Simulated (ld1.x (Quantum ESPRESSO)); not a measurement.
**Pseudopotential generation for Bi (Z = 83): TM, BLYP, scalar-relativistic.**

Input for ld1.x (Quantum ESPRESSO) 7.5:

```
&input
   title='Bi', zed=83., rel=1, dft='BLYP', iswitch=3,
   config='[Xe] 4f14 5d10 6s2 6p2.5',
   nld=3, rlderiv=2.00, eminld=-14.0, emaxld=5.0, deld=0.04
 /
 &inputp
   pseudotype=2, tm=.true., lloc=0,
   nlcc=.false.,
   file_pseudopw='Bi.UPF', file_wfcaegen='ae.wfc', file_wfcncgen='nc.wfc', file_beta='beta', file_chi='chi'
 /
3
5P  2  1   6.00   0.00  1.20  1.20  0.0
5D  3  2  10.00   0.00  1.85  1.85  0.0
5S  1  0   2.00   0.00  1.10  1.10  0.0
 &test
   configts(1)='5s2 5p6 5d10 6s2 6p2.5'
 /
```

Command:

```bash
ld1.x < Bi.in > Bi.out
```

Output (shortened: banner, matrices, multipoles, cross overlaps and the repeated all-electron block are left out):

```
Program LD1 v.7.5
     --------------------------- All-electron run ----------------------------

     Bi
     scalar relativistic calculation

     atomic number is 83.00
     dft =BLYP   lsd =0 sic =0 latt =0  beta=0.20 tr2=1.0E-14
     Exchange-correlation= BLYP
                           (   1   3   1   3   0   0   0)
     mesh =1283 r(mesh) = 100.09897 a.u. xmin = -7.00 dx = 0.01250
     1 Ry =  13.60569312 eV, c = 137.03599908

     n l     nl                  e(Ry)          e(Ha)          e(eV)
     1 0     1S 1( 2.00)     -6666.3967     -3333.1984    -90700.9481
     2 0     2S 1( 2.00)     -1197.9867      -598.9934    -16299.4397
     2 1     2P 1( 6.00)     -1024.5839      -512.2920    -13940.1746
     3 0     3S 1( 2.00)      -289.3704      -144.6852     -3937.0843
     3 1     3P 1( 6.00)      -239.8486      -119.9243     -3263.3061
     4 0     4S 1( 2.00)       -66.6090       -33.3045      -906.2613
     4 1     4P 1( 6.00)       -50.3887       -25.1943      -685.5726
     3 2     3D 1(10.00)      -190.1791       -95.0896     -2587.5191
     5 0     5S 1( 2.00)       -11.8710        -5.9355      -161.5135
     5 1     5P 1( 6.00)        -7.3136        -3.6568       -99.5066
     4 2     4D 1(10.00)       -31.8727       -15.9363      -433.6495
     4 3     4F 1(14.00)       -11.4833        -5.7417      -156.2388
     5 2     5D 1(10.00)        -2.2575        -1.1288       -30.7151
     6 0     6S 1( 2.00)        -1.3264        -0.6632       -18.0463
     6 1     6P 1( 2.50)        -0.5718        -0.2859        -7.7803

     final scf error:  8.2E-15 reached in  24 iterations

     Etot =  -43063.503800 Ry,  -21531.751900 Ha, -585908.817504 eV

     Ekin =   48868.636719 Ry,   24434.318360 Ha,  664891.674539 eV
     Encl = -107641.482653 Ry,  -53820.741327 Ha,-1464536.980286 eV
     Eh   =   16500.355432 Ry,    8250.177716 Ha,  224498.772432 eV
     Exc  =    -791.013298 Ry,    -395.506649 Ha,  -10762.284188 eV

     normalization and overlap integrals

     s(1S/1S) =  1.000000  <r> =   0.0158  <r2> =    0.0003  r(max) =   0.0096
     s(2S/2S) =  1.000000  <r> =   0.0665  <r2> =    0.0052  r(max) =   0.0561
     s(2P/2P) =  1.000000  <r> =   0.0605  <r2> =    0.0045  r(max) =   0.0471
     s(3S/3S) =  1.000000  <r> =   0.1716  <r2> =    0.0337  r(max) =   0.1582
     s(3P/3P) =  1.000000  <r> =   0.1737  <r2> =    0.0350  r(max) =   0.1582
     s(4S/4S) =  1.000000  <r> =   0.3770  <r2> =    0.1604  r(max) =   0.3565
     s(4P/4P) =  1.000000  <r> =   0.4026  <r2> =    0.1841  r(max) =   0.3748
     s(3D/3D) =  1.000000  <r> =   0.1575  <r2> =    0.0290  r(max) =   0.1295
     s(5S/5S) =  1.000000  <r> =   0.8304  <r2> =    0.7723  r(max) =   0.7739
     s(5P/5P) =  1.000000  <r> =   0.9479  <r2> =    1.0127  r(max) =   0.8553
     s(4D/4D) =  1.000000  <r> =   0.4225  <r2> =    0.2059  r(max) =   0.3795
     s(4F/4F) =  1.000000  <r> =   0.4411  <r2> =    0.2322  r(max) =   0.3434
     s(5D/5D) =  1.000000  <r> =   1.2344  <r2> =    1.7646  r(max) =   1.0316
     s(6S/6S) =  1.000000  <r> =   2.1485  <r2> =    5.2164  r(max) =   1.8564
     s(6P/6P) =  1.000000  <r> =   2.9294  <r2> =    9.8547  r(max) =   2.4137

     ------------------------ End of All-electron run ------------------------

     --------------------- Generating NC pseudopotential ---------------------

      Generating local pot.: lloc=0, matching radius rcloc =   1.1000

      Wfc   5P  rcut= 1.199  Using Troullier-Martins method

      Wfc   5D  rcut= 1.833  Using Troullier-Martins method

     ------------------- End of pseudopotential generation -------------------

     Computing logarithmic derivative in   1.98860
     Message from routine run_pseudo:
     Warning: convergence not achieved
     Computing logarithmic derivative in   1.98860
     Computing the partial wave expansion
       no projector for channel:   0
     R is outside the sphere for l=    1 j= 0.00
     R is outside the sphere for l=    2 j= 0.00

     ---------------------- Testing the pseudopotential ----------------------

     Bi
     scalar relativistic calculation

     atomic number is 83.00   valence charge is 23.00
     dft =BLYP   lsd =0 sic =0 latt =0  beta=0.20 tr2=1.0E-14
     mesh =1283 r(mesh) = 100.09897 xmin = -7.00 dx = 0.01250

     n l     nl             e AE (Ry)        e PS (Ry)    De AE-PS (Ry)
     1 0     5S   1( 2.00)      -11.87102      -11.87107        0.00005
     2 1     5P   1( 6.00)       -7.31360       -7.31367        0.00006
     3 2     5D   1(10.00)       -2.25752       -2.25752        0.00001
     2 0     6S   1( 2.00)       -1.32638       -1.44044        0.11406  !
     3 1     6P   1( 2.50)       -0.57184       -0.58380        0.01196  !

     eps = 7.8E-10  iter =201

     Etot =  -43063.503800 Ry,  -21531.751900 Ha, -585908.817504 eV
     Etotps =  -432.326100 Ry,    -216.163050 Ha,   -5882.096240 eV

     Ekin =     130.664641 Ry,      65.332320 Ha,    1777.783002 eV
     Encl =    -889.248417 Ry,    -444.624208 Ha,  -12098.841066 eV
     Ehrt =     347.856091 Ry,     173.928046 Ha,    4732.823229 eV
     Ecxc =     -33.610040 Ry,     -16.805020 Ha,    -457.287885 eV
     Epseu=      12.011625 Ry,       6.005812 Ha,     163.426480 eV

     ---------------------- End of pseudopotential test ----------------------
```

Generation and configuration tests took about 5.5 s on one core of a shared server CPU.

Transferability test of the new file with ld1.x, input:

```
&input
   title='Bi', zed=83., rel=1, dft='BLYP', iswitch=2,
   config='[Xe] 4f14 5d10 6s2 6p2.5'
 /
 &test
   file_pseudo='Bi.UPF', nconf=8,
   configts(1)='5s2 5p6 5d10 6s2 6p2.5',
   configts(2)='5s2 5p6 5d10 6s2 6p3',
   configts(3)='5s2 5p6 5d10 6s2 6p2',
   configts(4)='5s2 5p6 5d10 6s2 6p1',
   configts(5)='5s2 5p6 5d10 6s2 6p0',
   configts(6)='5s2 5p6 5d10 6s1 6p4',
   configts(7)='5s1 5p6 5d10 6s2 6p3',
   configts(8)='5s2 5p6 5d9 6s2 6p3'
 /
```

```bash
ld1.x < Bi.test.in > Bi.test.out
```

Pseudopotential blocks of its output, shortened (energy terms left out; the distinct warnings before each block abridged to one line each):

```
     Warning: convergence not achieved
     ---------------------- Testing the pseudopotential ----------------------

     n l     nl             e AE (Ry)        e PS (Ry)    De AE-PS (Ry)
     1 0     5S   1( 2.00)      -11.87102      -11.87107        0.00005
     2 1     5P   1( 6.00)       -7.31360       -7.31367        0.00006
     3 2     5D   1(10.00)       -2.25752       -2.25752        0.00001
     2 0     6S   1( 2.00)       -1.32638       -1.44044        0.11406  !
     3 1     6P   1( 2.50)       -0.57184       -0.58380        0.01196  !

     eps = 9.3E-11  iter =201

     Etot =  -43063.503800 Ry,  -21531.751900 Ha, -585908.817504 eV
     Etotps =  -432.326100 Ry,    -216.163050 Ha,   -5882.096240 eV

     ---------------------- End of pseudopotential test ----------------------

          Warning: convergence not achieved
     ---------------------- Testing the pseudopotential ----------------------

     n l     nl             e AE (Ry)        e PS (Ry)    De AE-PS (Ry)
     1 0     5S   1( 2.00)      -11.58562      -11.58126       -0.00437
     2 1     5P   1( 6.00)       -7.02825       -7.02387       -0.00438
     3 2     5D   1(10.00)       -1.97326       -1.96889       -0.00437
     2 0     6S   1( 2.00)       -1.05647       -1.16449        0.10802  !
     3 1     6P   1( 3.00)       -0.32774       -0.33616        0.00842  !

     eps = 8.6E-10  iter =201

     Etot =  -43063.727668 Ry,  -21531.863834 Ha, -585911.863380 eV
     Etotps =  -432.555150 Ry,    -216.277575 Ha,   -5885.212635 eV
     dEtot_ae =      -0.223868 Ry
     dEtot_ps =      -0.229051 Ry,   Delta E=       0.005183 Ry

     ---------------------- End of pseudopotential test ----------------------

          Warning: convergence not achieved
     ---------------------- Testing the pseudopotential ----------------------

     n l     nl             e AE (Ry)        e PS (Ry)    De AE-PS (Ry)
     1 0     5S   1( 2.00)      -12.18410      -12.18885        0.00476
     2 1     5P   1( 6.00)       -7.62653       -7.63129        0.00477
     3 2     5D   1(10.00)       -2.56863       -2.57321        0.00459
     2 0     6S   1( 2.00)       -1.61837       -1.73919        0.12082  !
     3 1     6P   1( 2.00)       -0.83609       -0.85182        0.01574  !

     eps = 8.3E-10  iter =201

     Etot =  -43063.152742 Ry,  -21531.576371 Ha, -585904.041120 eV
     Etotps =  -431.967954 Ry,    -215.983977 Ha,   -5877.223425 eV
     dEtot_ae =       0.351058 Ry
     dEtot_ps =       0.358145 Ry,   Delta E=      -0.007088 Ry

     ---------------------- End of pseudopotential test ----------------------

          Warning: convergence not achieved
     ---------------------- Testing the pseudopotential ----------------------

     n l     nl             e AE (Ry)        e PS (Ry)    De AE-PS (Ry)
     1 0     5S   1( 2.00)      -12.87746      -12.89245        0.01499  !
     2 1     5P   1( 6.00)       -8.31913       -8.33401        0.01487  !
     3 2     5D   1(10.00)       -3.25517       -3.26939        0.01422  !
     2 0     6S   1( 2.00)       -2.25344       -2.38959        0.13614  !
     3 1     6P   1( 1.00)       -1.41224       -1.43617        0.02394  !

     eps = 1.3E-10  iter =201

     Etot =  -43062.033896 Ry,  -21531.016948 Ha, -585888.818439 eV
     Etotps =  -430.828793 Ry,    -215.414396 Ha,   -5861.724344 eV
     dEtot_ae =       1.469904 Ry
     dEtot_ps =       1.497307 Ry,   Delta E=      -0.027403 Ry

     ---------------------- End of pseudopotential test ----------------------

          Warning: convergence not achieved
     ---------------------- Testing the pseudopotential ----------------------

     n l     nl             e AE (Ry)        e PS (Ry)    De AE-PS (Ry)
     1 0     5S   1( 2.00)      -13.64493      -13.67132        0.02639  !
     2 1     5P   1( 6.00)       -9.08504       -9.11098        0.02594  !
     3 2     5D   1(10.00)       -4.01134       -4.03579        0.02445  !
     2 0     6S   1( 2.00)       -2.94194       -3.09565        0.15371  !
     3 1     6P   1( 0.00)       -2.03937       -2.07256        0.03320  !

     eps = 3.3E-09  iter =201

     Etot =  -43060.312753 Ry,  -21530.156377 Ha, -585865.401102 eV
     Etotps =  -429.078353 Ry,    -214.539176 Ha,   -5837.908392 eV
     dEtot_ae =       3.191047 Ry
     dEtot_ps =       3.247747 Ry,   Delta E=      -0.056700 Ry

     ---------------------- End of pseudopotential test ----------------------

          Warning: convergence not achieved
     ---------------------- Testing the pseudopotential ----------------------

     n l     nl             e AE (Ry)        e PS (Ry)    De AE-PS (Ry)
     1 0     5S   1( 2.00)      -11.71327      -11.73426        0.02099  !
     2 1     5P   1( 6.00)       -7.15482       -7.17284        0.01801  !
     3 2     5D   1(10.00)       -2.09135       -2.10376        0.01241  !
     2 0     6S   1( 1.00)       -1.13193       -1.25272        0.12079  !
     3 1     6P   1( 4.00)       -0.37481       -0.38763        0.01282  !

     eps = 1.6E-11  iter =201

     Etot =  -43062.984656 Ry,  -21531.492328 Ha, -585901.754196 eV
     Etotps =  -431.708180 Ry,    -215.854090 Ha,   -5873.689016 eV
     dEtot_ae =       0.519144 Ry
     dEtot_ps =       0.617920 Ry,   Delta E=      -0.098776 Ry

     ---------------------- End of pseudopotential test ----------------------

          Warning: convergence not achieved
     ---------------------- Testing the pseudopotential ----------------------

     n l     nl             e AE (Ry)        e PS (Ry)    De AE-PS (Ry)
     1 0     5S   1( 1.00)      -12.81941      -12.80922       -0.01019  !
     2 1     5P   1( 6.00)       -8.19935       -8.18714       -0.01221  !
     3 2     5D   1(10.00)       -3.01362       -3.00086       -0.01276  !
     2 0     6S   1( 2.00)       -1.79707       -1.94194        0.14487  !
     3 1     6P   1( 3.00)       -0.93835       -0.95588        0.01753  !

     eps = 7.3E-10  iter =201

     Etot =  -43051.547623 Ry,  -21525.773812 Ha, -585746.145430 eV
     Etotps =  -420.372150 Ry,    -210.186075 Ha,   -5719.454465 eV
     dEtot_ae =      11.956177 Ry
     dEtot_ps =      11.953950 Ry,   Delta E=       0.002227 Ry

     ---------------------- End of pseudopotential test ----------------------

          Warning: convergence not achieved
     ---------------------- Testing the pseudopotential ----------------------

     n l     nl             e AE (Ry)        e PS (Ry)    De AE-PS (Ry)
     1 0     5S   1( 2.00)      -12.62329      -12.61074       -0.01255  !
     2 1     5P   1( 6.00)       -8.04054       -8.03040       -0.01015  !
     3 2     5D   1( 9.00)       -2.91488       -2.90820       -0.00668  !
     2 0     6S   1( 2.00)       -1.78156       -1.91635        0.13479  !
     3 1     6P   1( 3.00)       -0.93302       -0.95015        0.01713  !

     eps = 1.6E-10  iter =201

     Etot =  -43061.296057 Ry,  -21530.648029 Ha, -585878.779635 eV
     Etotps =  -430.127942 Ry,    -215.063971 Ha,   -5852.188788 eV
     dEtot_ae =       2.207743 Ry
     dEtot_ps =       2.198157 Ry,   Delta E=       0.009585 Ry

     ---------------------- End of pseudopotential test ----------------------
```
